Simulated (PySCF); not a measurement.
Several molecules and their computed UV-vis stick spectra, shuffled. Level of theory: TDDFT CAM-B3LYP/def2-SVPD, vertical, gas phase, core orbitals frozen in the response in PySCF. Geometries: GFN2-xTB; one conformer of each isolated species. Triplets are in the Tamm–Dancoff approximation. Ions are computed without counter-ions or solvent.

A. `C=NN=C`
B. `Cc1ccc(F)c(F)c1`
C. `C1=C[PH2+]1`
D. `C(F)C1=CC[C@@]1(C#C)F`
E. `FC(F)OC1OCCO1`

Lowest singlet levels (six at most, fewer where fewer were computed) with oscillator strengths:

1. 183 nm (f 0.003); 180 nm (f 0.000); 167 nm (f 0.057); 154 nm (f 0.000); 151 nm (f 0.187); 144 nm (f 0.029); T1 4.89 eV
2. 204 nm (f 0.008); 189 nm (f 0.050); 183 nm (f 0.084); 178 nm (f 0.047); 169 nm (f 0.024); 166 nm (f 0.009); T1 4.27 eV
3. 232 nm (f 0.021); 202 nm (f 0.013); 183 nm (f 0.009); 176 nm (f 0.506); 176 nm (f 0.071); 174 nm (f 0.585); T1 4.09 eV
4. 253 nm (f 0.013); 246 nm (f 0.000); 200 nm (f 0.019); 189 nm (f 0.607); 173 nm (f 0.106); 168 nm (f 0.040); T1 3.85 eV
5. 156 nm (f 0.002); 146 nm (f 0.002); 145 nm (f 0.002); 139 nm (f 0.005); 136 nm (f 0.004); 134 nm (f 0.046); T1 7.76 eV

Task: Match each spectrum to its molecule.

Result: 1 = C, 2 = D, 3 = B, 4 = A, 5 = E.
- A: S1 at 4.90 eV, HOMO→LUMO (65%), HOMO-1→LUMO+1 (31%); Löwdin shares by element: HOMO nitrogen 57%, carbon 33%; LUMO nitrogen 43%, carbon 39% (atoms not listed hold the other 19%); HOMO -8.42 and LUMO 0.54 eV; point group C2, 1 of its 6 listed states under f = 0.0005.
- B: S1 at 5.35 eV, HOMO→LUMO (72%), HOMO-1→LUMO+1 (26%); Löwdin shares by element: HOMO carbon 66% or more (atoms not listed hold the other 34%); LUMO carbon 66% or more (atoms not listed hold the other 34%); HOMO -8.40 and LUMO 0.38 eV.
- C: S1 at 6.76 eV, HOMO-1→LUMO (99%); Löwdin shares by element: HOMO carbon 70%, phosphorus 16%, hydrogen 5% or more; LUMO carbon 78%, phosphorus 10%, hydrogen 5% or more; HOMO -16.43 and LUMO -5.51 eV; point group C2v, 2 of its 6 listed states under f = 0.0005.
- D: S1 at 6.08 eV, HOMO-1→LUMO (52%), HOMO→LUMO (17%), HOMO-1→LUMO+4 (10%); Löwdin shares by element: HOMO carbon 72% or more (atoms not listed hold the other 29%); LUMO carbon 65% or more (atoms not listed hold the other 35%); HOMO -9.09 and LUMO 0.49 eV.
- E: S1 at 7.95 eV, HOMO→LUMO (82%); Löwdin shares by element: HOMO oxygen 67%, carbon 8% or more (atoms not listed hold the other 26%); LUMO carbon 32% or more, hydrogen 10% or more, oxygen 9% or more (atoms not listed hold the other 50%); HOMO -10.02 and LUMO 1.05 eV.
